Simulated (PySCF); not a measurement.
# What a mistake does to a calculation on AlBCH4N

Calculated results; nothing here was measured. The program is PySCF 2.14.0, an open-source quantum chemistry code, run on an isolated molecule that a program drew, which may never have been made. The molecule is AlBCH4N (charge 0, doublet), drawn as the SMILES string `B=[N][AlH][CH2]`.

Each row is a Hartree-Fock (HF) and frozen-core CCSD(T) single point in the cc-pV(D+d)Z basis, meant for a local HF minimum. Run 1 is clean. Each other run has one planted mistake out of seven kinds, and not every kind appears here: one electron removed, one electron added, multiplicity raised by two, geometry at a saddle point, minimal basis STO-3G, one bond length entered in bohr, all coordinates scaled. The reference is restricted for singlets and unrestricted otherwise, and also for a bond in bohr. Adding or removing an electron swaps singlet and doublet. Electrons count all cores. HOMO and LUMO are orbital energies over both spins, the gradient is its largest component, and the lowest frequency (negative if imaginary) is given only where the gradient is small. Bond lengths are over the 7 bonds as drawn. T1 is the CCSD diagnostic: over 0.02 (restricted) or 0.045 (unrestricted) a single reference is doubtful.

Geometry of the clean run:
```xyz
8
AlBCH4N, angstrom
B    -0.1794    1.3618    1.0479
N    -0.0944    0.6678    0.0161
Al    0.0087   -0.3034   -1.4665
C     1.3242   -1.7053   -1.6175
H    -0.2584    2.0141    2.0197
H    -0.9842   -0.0089   -2.6562
H     2.0373   -1.9638   -0.8348
H     1.4407   -2.3338   -2.5005
```

```
run  electrons  basis functions  <S^2>  HOMO (eV)  LUMO (eV)  gradient (hartree/bohr)  lowest frequency (cm^-1)  mean bond (Å)  longest bond (Å)      T1  HF (hartree)  CCSD(T) (hartree)                          mistake
  1         35               85  0.758     -10.19       1.23                  3.3e-05                       115         1.4115             1.928  0.0154    -361.27278         -361.73958                         no fault
  2         35               85  0.760     -10.16       1.18                  3.3e-02                         -         1.4524             1.984  0.0167    -361.26606         -361.73898           all coordinates scaled
  3         35               85  1.515     -10.29       1.04                  2.2e-02                         -         1.5606             2.217  0.0644    -361.14154         -361.60745  one bond length entered in bohr
  4         34               85  0.000     -15.58      -7.15                  6.8e-02                         -         1.4115             1.928  0.0203    -360.95846         -361.40240                                ?
  5         35               28  0.766      -7.99       6.96                  5.2e-02                         -         1.4115             1.928  0.0182    -356.87632         -357.10415                                ?
```

**Which mistake was planted in run 4, and what did it cost?**

It counts 34 electrons, one fewer than the clean run, at the same geometry and basis. So the mistake is: one electron removed. Subtracting run 1 and multiplying by 627.51 kcal/mol a hartree, the energy moved by 197.2 kcal/mol in HF and 211.6 kcal/mol in CCSD(T).

**Which mistake was planted in run 5, and what did it cost?**

It has 28 basis functions where the clean run has 85, with the same electrons and geometry. So the mistake is: minimal basis STO-3G. Subtracting run 1 and multiplying by 627.51 kcal/mol a hartree, the energy moved by 2758.8 kcal/mol in HF and 2908.8 kcal/mol in CCSD(T).

Cautions from the logs. Run 3: T1 is over the limit, so its CCSD(T) energy is less reliable; run 4: T1 is over the limit, so its CCSD(T) energy is less reliable.
